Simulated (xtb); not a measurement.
C7H9O, SMILES Cc1ccc([OH2+])cc1, charge +1. All values are semi-empirical tight-binding results from xtb (GFN2-xTB unless named), good for trends rather than for accurate numbers. Geometry optimised at GFN2-xTB. The isomer is the one that the SMILES or the coordinates give; other isomers of the formula were not compared.

Optimised geometry:

```xyz
17

C      2.8817     0.2139     0.4022
C      1.4094     0.1053     0.2067
C      0.7139     1.1000    -0.4793
C     -0.6515     1.0072    -0.6850
C     -1.3063    -0.1022    -0.1930
O     -2.7560    -0.2377    -0.4516
C     -0.6632    -1.1097     0.4931
C      0.7034    -0.9953     0.6868
H      3.2195    -0.4155     1.2202
H      3.1741     1.2426     0.5965
H      3.3943    -0.1075    -0.5047
H      1.2454     1.9591    -0.8569
H     -1.1802     1.7803    -1.2210
H     -3.1713     0.6462    -0.5461
H     -3.1818    -0.7748     0.2506
H     -1.2003    -1.9686     0.8651
H      1.2243    -1.7744     1.2204
```
Charge +1, spin multiplicity 1.

Q: Estimate the properties. (The exact figures need the calculation; the answer reports its results.)

A: 
```yaml
orbital_gap: 4.37 eV
zero_point_energy: 86.4 kcal/mol
G − E(el) at 298.15 K (modified RRHO): 65.9 kcal/mol
static polarisability (D4 model): 82.2 bohr³
solvation energy, GFN2-xTB/ALPB(water): -67.9 kcal/mol
solvation energy, GFN2-xTB/ALPB(toluene): -44.8 kcal/mol
```

Q: Give the IR lines (harmonic; lines under 4 % of the strongest left out, lines within 3 cm⁻¹ merged). (An estimate is asked for; the answer gives what the named calculation found.)

A: ν (cm⁻¹): 93 (m), 458 (w), 683 (w), 787 (w), 856 (vs), 985 (w), 1020 (w), 1105 (w), 1334 (s), 1397 (w), 1453 (w), 1569 (w), 3252 (s) (against the strongest line: vs over 80 %, s over 45 %, m over 15 %, w over 4 %, vw less)

Computed atomic charges and the Wiberg bond orders between heavy atoms:
charges (e) C1 -0.13, C2 0.05, C3 -0.02, C4 -0.04, C5 0.09, O6 -0.22, C7 -0.04, C8 -0.02, H9 0.07, H10 0.08, H11 0.09, H12 0.09, H13 0.07, H14 0.39, H15 0.39, H16 0.07, H17 0.09. Bond orders C1–C2 1.04, C2–C3 1.39, C3–C4 1.44, C4–C5 1.41, C5–O6 0.80, C5–C7 1.41, C2–C8 1.40, C7–C8 1.44.
